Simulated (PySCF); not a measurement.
**Computed properties of C₅H₅Cl, SMILES ClC1=CC=CC1**

1-chlorocyclopenta-1,3-diene (C5H5Cl), SMILES ClC1=CC=CC1. The structure is a stationary point at ωB97X-D3(BJ)/def2-SVP. One conformer was computed; it need not be the lowest. All values are computed for the isolated molecule unless a solvent is named; none is compared with measurement here.

**Structure.** The optimised structure has Cs symmetry. All 27 harmonic modes at ωB97X-D3(BJ)/def2-SVP (PySCF) are real, so it is a minimum. With heavy atoms numbered as in [Cl:1][C:2]1=[CH:3][CH:4]=[CH:5][CH2:6]1, the shortest bond between them is C2–C3 at 1.347 Å and the longest Cl1–C2 at 1.720 Å.

**Vibrations.** The strongest infrared lines (harmonic, unscaled, degenerate partners summed) lie at 701 cm⁻¹ (40 km/mol, H 80 %, C 20 %), 1630 cm⁻¹ (34 km/mol, C 95 %), 1343 cm⁻¹ (29 km/mol, C 73 %, H 26 %). The softest mode is at 219 cm⁻¹ and the zero-point energy is 53.1 kcal/mol.

**Electronic structure.** ωB97X/def2-TZVP (PySCF) places the frontier levels at -8.60 and 1.26 eV, a gap of 9.86 eV, and gives a dipole moment of 1.45 D and a mean polarisability of 66.6 bohr³. PBE/def2-TZVP (PySCF) at the same geometry gives -5.32 and -1.78 eV, so its gap is 6.32 eV narrower. An orbital gap is neither the optical nor the fundamental gap.

**Excitations.** TDA-ωB97X/def2-SVPD (PySCF) has S1 at 5.33 eV (233 nm, f = 0.199, bright); the most intense of the 10 singlets computed lies at 8.22 eV (f = 0.38). T1 (TDA) is at 3.05 eV, 2.28 eV under S1. TDA-PBE/def2-SVPD (PySCF) puts S1 at 4.84 eV. No vertical singlet excitation falls in the visible range (under 3.1 eV).

**NMR.** GIAO shifts at KT2/pcSseg-1 (PySCF) (non-relativistic, atoms alike by connectivity averaged): ¹³C from 50.5 to 141.0 ppm against TMS; ¹H from 3.3 to 6.8 ppm against TMS. Without spin–orbit terms, shifts of atoms bonded to Cl or Br come out too high.

**Solvation.** SMD-M06-2X/def2-SVP (PySCF) gives -1.0 kcal/mol in water, -6.1 kcal/mol in chlorobenzene, -5.9 kcal/mol in chloroform (1 M in both phases, gas-phase geometry); of these solvents chlorobenzene holds the molecule best.
